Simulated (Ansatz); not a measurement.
A nudged elastic band was laid between two geometries of ClH + F5HOW (10 atoms, charge 0, multiplicity 1).

Theory: RKS BHLYP-D4/def2-SVP (Ansatz).

```yaml
movable_images: 7
climbing_image: yes
spring: 5.0 eV/Å²
optimiser: quadratic models (default)
start_path: through a guess of the saddle point
force_threshold: 0.03 eV/Å
iteration_limit: 60
end_points: relaxed
```

First end point:

```xyz
10
Properties=species:S:1:pos:R:3
W -0.117 -0.236 -0.308
F 0.507 -0.056 1.449
F 1.589 -0.605 -0.895
O 0.122 1.554 -0.459
H 0.415 2.352 0.003
F -1.856 -0.049 0.269
F -0.265 -2.026 0.108
F -0.733 -0.476 -2.017
Cl 1.235 2.957 2.054
H 1.109 1.705 2.325
```

Last end point:

```xyz
10
Properties=species:S:1:pos:R:3
W 0.268 0.594 -0.266
F -0.022 -0.528 3.344
F 1.813 0.172 -1.177
O -0.099 1.982 -1.358
H -0.327 2.694 -1.952
F -1.299 0.806 0.672
F 0.611 -0.894 0.816
F -0.622 -0.597 -1.367
Cl 1.428 1.868 1.221
H 0.256 -0.977 2.594
```

Problem. What changes between the two ends?

Solution. Bonds broken: W1–F2, Cl9–H10. Bonds formed: W1–Cl9, F2–H10. ClH + F5HOW becomes ClF4HOW + FH.

Problem. What energy profile does the band end with?

Solution. The forces met the threshold. The highest image is number 4 of 0 to 8, 138.3 kJ/mol above the first end and 78.6 kJ/mol above the last; the last end lies 59.7 kJ/mol above the first. A vibrational analysis at the climbing image gives one clearly imaginary mode, 772i cm⁻¹: a first-order saddle point. The orbitals stay closed-shell, which can raise the energy where a bond breaks towards radicals; this wasn't checked here.

```csv
image,path coordinate (Å),energy (kJ/mol),W1–F2 (Å),Cl9–H10 (Å),W1–Cl9 (Å)
0,0.00,0.0,1.87,1.29,4.20
1,0.90,10.4,1.86,1.28,4.18
2,1.79,30.4,1.86,1.28,3.94
3,2.69,74.4,1.88,1.29,3.35
4,3.59,138.3,2.07,1.47,2.69
5,4.89,99.3,2.94,2.29,2.34
6,6.19,76.2,3.89,2.32,2.31
7,7.49,71.7,3.98,2.48,2.31
8,8.79,59.7,3.79,3.37,2.28
```

Problem. What is the geometry of the highest image?

Solution. 
```xyz
10
Properties=species:S:1:pos:R:3
W 0.063 0.242 0.032
F 0.793 -0.525 1.808
F 1.822 0.041 -0.424
O -0.128 1.940 -0.688
H -0.505 2.062 -1.563
F -1.435 0.475 1.061
F -0.306 -1.563 -0.016
F -0.580 -0.070 -1.693
Cl 1.140 1.964 1.796
H 1.144 0.554 2.215
```

Problem. What are the harmonic wavenumbers there?

Solution. 772i, 14, 110, 179, 199, 210, 235, 268, 306, 323, 355, 475, 527, 576, 618, 653, 720, 750, 754, 770, 849, 861, 1531, 3951 cm⁻¹.

The run took 11 min on 4 threads of Arm Neoverse V2, on a shared host, peak memory 0.48 GiB.
